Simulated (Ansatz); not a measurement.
Reaction (cleavage of the Si–B bond): `BCB[SiH2]F` + `N=CF` → `F/C=N/[SiH2]F` + `BCB`

Calculated with Ansatz (gas phase, PBE0-D4/def2-TZVP geometries, no zero-point term in ΔE). CCSD(T)/CBS adds triple-zeta CCSD(T) − MP2 to the extrapolated MP2 energy (def2 sets, frozen cores). This one scheme is used for every species. Each species was taken in one conformer, which may not be the lowest.

`BCB[SiH2]F`:

```xyz
12

B     2.113    0.261    0.307
C     0.729    0.845   -0.069
B    -0.369   -0.026    0.609
Si   -1.855   -0.769   -0.519
F    -2.927   -1.640    0.302
H     2.816   -0.245   -0.519
H     2.473    0.282    1.447
H     0.572    1.061   -1.126
H     0.635    1.760    0.546
H    -0.299   -0.222    1.789
H    -2.597    0.340   -1.183
H    -1.291   -1.646   -1.585
```

`N=CF`:

Z-matrix (Å, degrees):
```
C
N 1 1.242
F 1 1.328 2 120.0
H 1 1.092 2 129.8 3 -180.0
H 2 1.016 1 110.6 3 -180.0
```

`F/C=N/[SiH2]F`:

Z-matrix (Å, degrees):
```
Si
F 1 1.602
N 1 1.711 2 112.0
H 1 1.477 2 107.7 3 -118.9
H 1 1.477 2 107.7 3 118.9
C 3 1.234 1 130.5 2 -0.0
F 6 1.333 3 121.2 1 180.0
H 6 1.093 3 129.3 1 0.0
```

`BCB`:

Z-matrix (Å, degrees):
```
C
B 1 1.551
B 1 1.550 2 108.9
H 1 1.106 2 102.2 3 -107.9
H 1 1.089 2 115.0 3 130.8
H 2 1.197 1 121.3 3 -118.6
H 2 1.197 1 119.8 3 60.6
H 3 1.197 1 121.4 2 118.0
H 3 1.197 1 119.8 2 -61.2
```

| species | CCSD(T)/CBS(def2) energy (Eh) |
| --- | --- |
| `BCB[SiH2]F` | -480.74436 |
| `N=CF` | -193.72220 |
| `F/C=N/[SiH2]F` | -583.28846 |
| `BCB` | -91.21084 |

(1) Work out ΔE.

Largest T1 diagnostic among the species: 0.013.

## Answers

(1) ΔE = (-583.28846) + (-91.21084) − (-480.74436) − (-193.72220) = -0.03274 Eh = -0.89 eV.

From PBE to PBE0 (25 % exact exchange), in def2-TZVPP and without D4, ΔE moves by −0.06 eV. Leaving LDA and LC-ωPBE aside and taking each functional with its dispersion term where it has one, the values, not all of them listed here, spread over 0.23 eV, from BHLYP-D4 to PBE-D4.
